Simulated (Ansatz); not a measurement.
Mulliken charges of ClGaH$_{3}$NS (`[NH2][Ga]([SH])[Cl]`) from r2SCAN/def2-TZVPP in Ansatz (PBE0-D4/def2-TZVP geometry).

| atom | x (Å) | y (Å) | z (Å) | charge (e) |
| --- | --- | --- | --- | --- |
| N1 | -0.767 | 1.322 | -0.039 | -0.423 |
| Ga2 | 0.020 | -0.293 | -0.114 | 0.524 |
| S3 | 1.900 | -0.762 | 0.899 | -0.261 |
| Cl4 | -0.923 | -1.797 | -1.310 | -0.290 |
| H5 | -1.677 | 1.489 | -0.434 | 0.169 |
| H6 | -0.465 | 2.059 | 0.574 | 0.162 |
| H7 | 1.911 | -2.018 | 0.424 | 0.119 |

**Question.** By hand: the dipole of these point charges (1 e Å = 4.8032 D).

**Answer.** Σ q r = (-0.025, 0.352, 0.172) e Å, of length 0.393 e Å = 1.89 D.

**Question.** How does the dipole of the full density compare? (Estimate.)

**Answer.** The calculation gave: (-0.072, 0.312, 0.150) e Å, 1.70 D; the point charges give 1.11 times that, at 8° from its direction.

Point charges leave out the atoms' own dipoles, such as those of lone pairs, and Mulliken's split depends on the basis, so the close match here is no proof of good charges.
